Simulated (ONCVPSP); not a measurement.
# Before and after: ONCV potential for Sc (Z = 21)

Sc (Z = 21), optimised norm-conserving Vanderbilt (ONCV), made with ONCVPSP 4.0.1 (PBE, scalar-relativistic). Core [Ne] 3s2, reference 3p6 3d1 4s1 (charge +1). Waves: 4s: rc 2.35 bohr, ncon 4, nbas 8, qcut 2.2 1/bohr, 3 projectors, debl 1 Ha; 3p: rc 1.85 bohr, ncon 5, nbas 9, qcut 7.2 1/bohr, 2 projectors, debl 2.5 Ha; 3d: rc 1.55 bohr, ncon 4, nbas 9, qcut 12.1 1/bohr, 2 projectors, debl 3.4 Ha. Local part: polynomial inside 1.40 bohr (lpopt 3, dvloc0 0 Ha). Core correction: Teter function, fcfact 5.25, rcfact 1.65.

Change: functional LDA (Perdew-Zunger).

Cutoffs: the cutoffs (Ha) at which the residual kinetic energy of the hardest occupied pseudo-wave falls to 1 and 0.1 mHa per electron; they do not see the model core or the augmentation charge, which bear on the density cutoff. Errors are all-electron minus pseudo energies relative to the spin-unpolarised reference configuration.

Q: What does the change do?

A: The potential gets neither clearly harder nor softer (43 Ha and 51 Ha → 43 Ha and 51 Ha); both files keep a bound ghost (s); of the 4 tests that both files solve, the error grows in 0 and shrinks in 3 by more than 15 % and 0.3 meV (median size 67.1 → 54.8 meV).

| quantity | base | changed |
| --- | --- | --- |
| cutoff, loose | 43 Ha | 43 Ha |
| cutoff, tight | 51 Ha | 51 Ha |
| loose cutoff by channel | s 2.8 Ha, p 17 Ha, d 43 Ha | s 2.9 Ha, p 17 Ha, d 43 Ha |
| bound ghosts | s | s |
| GHOST(+) flags under 300 eV | s at 89.0 eV | s at 89.6 eV |
| error for 3p6 3d1 4s2, meV [ΔE -6.90 → -7.07 eV] | +1.4 | -1.0 |
| error for 3p6 3d1 4s0, meV [ΔE 12.77 → 12.96 eV] | +16 | +1.6 |
| error for 3p6 3d0 4s0, meV [ΔE 37.64 → 38.05 eV] | +131 | +108 |
| error for 3p6 3d0 4s2, meV [ΔE 1.48 → 1.54 eV] | -118 | -124 |
| s: phases at 2.39 bohr within 0.05 rad from the reference energy up to (Ha; the scan ends near 5) | 3.2 | 3.2 |
| p: phases at 1.88 bohr within 0.05 rad from the reference energy up to (Ha; the scan ends near 5) | to the end of the scan | to the end of the scan |
| d: phases at 1.57 bohr within 0.05 rad from the reference energy up to (Ha; the scan ends near 5) | to the end of the scan | to the end of the scan |
| rms error of d²Exc/dni dnj with the model core, mHa | 1.57 | 1.37 |

 A true bound ghost makes a file unfit for plane-wave use even where its test errors are small: the radial tests pick states by their node count and pass the ghost by.
